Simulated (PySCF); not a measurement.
Compound: C3H9NOSi.
SMILES with atom numbers: `[CH3:1][N:2]([CH3:3])[SiH2:4][CH:5]=[O:6]` (hydrogens: H7, H8, H9 on C1; H10, H11, H12 on C3; H13, H14 on Si4; H15 on C5)

Geometry (PBE0-D3(BJ)/def2-SVP, Å), atoms numbered from 1 in this order:
```
atom  x, y, z in Å
C1    -0.8478    1.2586   -0.2042
N2    -0.5226   -0.1413   -0.0784
C3    -1.5742   -1.0324   -0.4998
Si4    0.7689   -0.6266    0.9692
C5     2.3752    0.2925    0.4113
O6     3.2401    0.6246    1.1827
H7    -1.7025    1.5620    0.4339
H8     0.0106    1.8892    0.0789
H9    -1.1095    1.5125   -1.2479
H10   -1.8604   -0.8306   -1.5486
H11   -1.2417   -2.0793   -0.4439
H12   -2.4933   -0.9374    0.1135
H13    0.5922   -0.3312    2.4282
H14    0.9711   -2.0955    0.7825
H15    2.4953    0.4927   -0.6946
```

All values: CAM-B3LYP/def2-SVPD (PySCF, non-relativistic), on one gas-phase PBE0-D3(BJ)/def2-SVP geometry that isn't relaxed in the solvent. The solvent is an IEF-PCM continuum (cavity from Bondi-type radii × 1.2), and excitations are vertical TDDFT with non-equilibrium linear response and a frozen core. Only the electrostatic response of the medium enters.

Gas-phase singlets (H = HOMO, L = LUMO):

```csv
state,E (eV),λ (nm),f,leading configuration
S1,3.137,395,0.000,H-1→L 57%
S2,4.793,259,0.004,H→L 59%
S3,6.050,205,0.016,H→L+1 72%
S4,6.363,195,0.016,H→L+2 76%
S5,6.753,184,0.006,H→L+4 42%
```

Question: Give the list for methanol (ε = 32.61), n² = 1.77.

Answer: 
```csv
state,E (eV),λ (nm),f,leading configuration,change by rank (eV)
S1,3.224,385,0.000,H-1→L 72%,+0.087
S2,4.538,273,0.004,H→L 73%,-0.255
S3,6.034,205,0.015,H→L+2 49%,-0.016
S4,6.340,196,0.015,H→L+1 42%,-0.023
S5,6.741,184,0.011,H-1→L+2 32%,-0.012
```

Question: How does the list change in water (ε = 78.36)?

Answer: 
```
state  E (eV)  λ (nm)      f  leading configuration  change by rank (eV)
   S1   3.228     384  0.000              H-1→L 72%               +0.091
   S2   4.532     274  0.004                H→L 74%               -0.261
   S3   6.034     205  0.015              H→L+2 52%               -0.016
   S4   6.338     196  0.015              H→L+1 44%               -0.025
   S5   6.739     184  0.011            H-1→L+2 32%               -0.014
```

Question: How do the frontier levels move from gas to water?

Answer: 
| orbital | gas (eV) | solvent (eV) | change (eV) |
| --- | --- | --- | --- |
| LUMO+2 | 1.46 | 1.56 | +0.10 |
| LUMO+1 | 1.11 | 1.40 | +0.29 |
| LUMO | -0.43 | -0.42 | +0.01 |
| HOMO | -7.96 | -7.73 | +0.23 |
| HOMO-1 | -8.59 | -8.62 | -0.03 |
| HOMO-2 | -11.20 | -11.03 | +0.17 |
| HOMO-3 | -11.68 | -11.36 | +0.32 |

The HOMO–LUMO gap goes from 7.53 to 7.31 eV. Rows go by rank; for HOMO-1 and HOMO the atom shares or the degeneracy differ between the runs, so the row needn't follow one orbital.
